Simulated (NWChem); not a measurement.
System: SiClF, singlet; SMILES F[Si]Cl

Input file for NWChem:

```
start job
memory heap 200 mb stack 900 mb global 1100 mb
geometry units angstroms noautosym nocenter noautoz
  Si     0.662467    -0.599868     0.000000
  F     -0.696492    -1.529652     0.000000
  Cl    -0.174854     1.337628     0.000000
end
basis spherical
  * library 6-31+g*
end
dft
  xc xcamb88 1.00 lyp 1.0 hfexch 1.00
  cam 0.33 cam_alpha 0.0 cam_beta 1.0
  iterations 150
end
property
  response 1 0.0
end
task dft property
```

Low-valent species are run as closed-shell singlets; no triplet was tried in these runs. Geometry: optimised at PBE-D3(BJ)/def2-SVP.

Static field.

Problem. Give the results of this calculation. (LC-BLYP (range parameter 0.33 per bohr)/6-31+G* (spherical d).) Quantities: isotropic polarisability (bohr³); anisotropy (bohr³).

Solution. 
```json
{
  "isotropic polarisability (bohr³)": "38.7",
  "anisotropy (bohr³)": "21.6"
}
```
